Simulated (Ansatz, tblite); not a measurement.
Removing and adding an electron: S-phenylphenoxathiinium bis(oxalato)borate, `O=C1O[B-]2(OC1=O)OC(=O)C(=O)O2.c1ccc([S+]2c3ccccc3Oc3ccccc32)cc1`. Charge 0, multiplicity 1. Geometry: PBE-D4/def2-SVP. Ansatz, gas phase; energy differences of separate SCF runs; the oxidised species was run as a doublet alone; the reduced species was run as a doublet alone.

```csv
atom,x (Å),y (Å),z (Å)
O1,-3.334,1.669,-0.875
C2,-2.779,1.142,-1.814
O3,-1.469,0.844,-1.880
B4,-1.192,0.157,-3.186
O5,-2.457,0.115,-3.897
C6,-3.431,0.666,-3.145
O7,-4.596,0.767,-3.441
O8,-0.650,-1.202,-2.870
C9,0.666,-1.165,-3.038
O10,1.468,-1.979,-2.607
C11,1.023,0.158,-3.779
O12,2.131,0.498,-4.127
O13,-0.113,0.853,-3.908
C14,2.630,-3.317,2.745
C15,1.952,-2.236,3.339
C16,1.167,-1.380,2.555
C17,1.078,-1.639,1.179
S18,0.105,-0.614,0.051
C19,1.057,0.889,-0.082
C20,2.209,0.840,-0.887
C21,2.962,2.001,-1.082
C22,2.560,3.201,-0.469
C23,1.415,3.245,0.331
C24,0.643,2.087,0.528
O25,-0.465,2.238,1.311
C26,-1.382,1.249,1.506
C27,-2.529,1.610,2.236
C28,-3.546,0.681,2.452
C29,-3.445,-0.627,1.941
C30,-2.310,-0.998,1.219
C31,-1.271,-0.068,1.028
C32,1.736,-2.716,0.562
C33,2.524,-3.555,1.367
H34,3.243,-3.983,3.370
H35,2.037,-2.057,4.421
H36,0.626,-0.535,3.006
H37,2.502,-0.100,-1.380
H38,3.843,1.967,-1.737
H39,3.142,4.122,-0.627
H40,1.075,4.175,0.809
H41,-2.602,2.646,2.595
H42,-4.443,0.985,3.010
H43,-4.259,-1.350,2.091
H44,-2.215,-2.011,0.798
H45,1.641,-2.870,-0.527
H46,3.054,-4.403,0.907
```

The xTB rows come from tblite. Single mean-field runs in def2-SVP are fitted with def2-universal-jkfit. HOMO above LUMO, or a gap near zero within one spin, warns that the state may not be the lowest or that an electron is smeared out.

Question: Estimate orbital energies and vertical ionisation energies and electron affinities at: GFN1-xTB; GFN2-xTB; PBE-D4/def2-SVP; BLYP-D4/def2-SVP; PBE0-D4/def2-SVP.

Answer: 
```csv
level,−HOMO (eV),vertical IE (eV),−LUMO (eV),vertical EA (eV),HOMO–LUMO gap (eV),IE − EA (eV),remarks
GFN1-xTB,11.73,13.87,9.19,7.26,2.55,6.61,–
GFN2-xTB,10.82,12.91,8.32,6.54,2.49,6.38,–
PBE-D4/def2-SVP,5.45,7.65,3.10,1.28,2.35,6.37,"HOMO above zero (-1 doublet), gap within one spin near zero (+1 doublet), gap within one spin near zero (-1 doublet)"
BLYP-D4/def2-SVP,5.31,7.52,2.86,1.09,2.45,6.43,"HOMO above zero (-1 doublet), gap within one spin near zero (+1 doublet), gap within one spin near zero (-1 doublet)"
PBE0-D4/def2-SVP,7.16,8.49,2.30,1.07,4.86,7.43,HOMO above zero (-1 doublet)
```

Relaxing the reduced species (PBE-D4/def2-SVP) changes its energy by -0.42 eV at PBE-D4/def2-SVP, so the adiabatic electron affinity to this nearest minimum is 1.70 eV. At PBE0-D4/def2-SVP it is 1.58 eV.     A HOMO above zero means that the electron is unbound at that level or that self-interaction error raises the level; the energy of removing that electron tells which. Raw xTB energy differences between charge states are shifted by several eV; the methods need an empirical correction for them. Sets without diffuse functions give affinities that are too small.
